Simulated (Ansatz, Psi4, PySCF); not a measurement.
C₂H₃O₂, doublet (typed; the unrestricted solution is spin-contaminated), geometry from GFN2-xTB. Base run: CCSD(T)/STO-3G (PySCF).

Input for PySCF:
```python
from pyscf import gto, scf, cc

mol = gto.Mole()
mol.atom = '''
    C    -1.36117832   -0.26974965    0.13237859
    C     0.00579222    0.10746035   -0.00938527
    O     0.41203326    1.24989483   -0.13701374
    O     0.85181276   -0.94705890    0.00975486
    H    -1.62384014   -1.30516767    0.23952430
    H    -2.11821760    0.49114534    0.13041341
    H     1.76360616   -0.63492926   -0.08982650
'''
mol.basis = 'sto-3g'
mol.spin = 1
mol.verbose = 3
mol.build()

mf = scf.UHF(mol)
mf.kernel()

mycc = cc.CCSD(mf)
mycc.kernel()
et = mycc.ccsd_t()
print('E(CCSD(T)) = %.10f' % (mycc.e_tot + et))
```

The same geometry, method and basis name were run in Ansatz (a first-principles code) and Psi4 and PySCF, at each program's defaults and at the settings that a row names. The base is PySCF at its defaults. Differences at the defaults can come from grids, fitting, cores and function types together.

```
code and settings                                                                 ΔE vs base (µEh)  basis functions      E (Eh)  SCF cycles
--------------------------------------------------------------------------------  ----------------  ---------------  ----------  ----------
PySCF, defaults (exact integrals, spherical functions, all electrons correlated)               0.0               23  -224.39576          14
Psi4, defaults (exact integrals, spherical functions, all electrons correlated)               -0.1               23  -224.39576          17
Ansatz, defaults (factorised integrals, spherical functions, frozen core)                      903               23  -224.39485           -
PySCF, frozen core                                                                             893               23  -224.39486          14
Psi4, exact integrals, spherical functions, frozen core                                        893               23  -224.39486          17
Ansatz, high accuracy, frozen core                                                             893               23  -224.39486           -
```

Open shells are given as the SCF converged; they aren't shown to be the lowest states, and a large step between rows can be another state.
